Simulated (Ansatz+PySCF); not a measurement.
Values are calculated unless marked as measured or tabulated.
Input for Ansatz (development build ahead of 0.2.0):

```yaml
crystal:
  periodic: [false, false, false]
  atoms:
    - { symbol: Zr, position_ang: [0.0, 0.0, 0.0] }
    - { symbol: F, position_ang: [1.00664, 1.00664, 1.00664] }
    - { symbol: F, position_ang: [1.00664, -1.00664, -1.00664] }
    - { symbol: F, position_ang: [-1.00664, 1.00664, -1.00664] }
    - { symbol: F, position_ang: [-1.00664, -1.00664, 1.00664] }
basis:
  gaussian: { orbitals: def2-SVP }
magnetization:
  spin_polarized: true
hamiltonian:
  xc: hf
```

The input is written out in the form of the current development build from the run's settings. The basis set brings a core potential for Zr, so the total leaves out those core electrons.

Results

```
Converged                                                          : yes
Total energy                                                       : -444.21996 hartree
Spin squared of the determinant                                    : 0.000
Stability test                                                     : minimum
Occupied orbitals by symmetry in an Abelian subgroup (alpha; beta) : 10 A1 2 A2 6 B1 6 B2; 10 A1 2 A2 6 B1 6 B2
```

Caution: other spin multiplicities were not run.
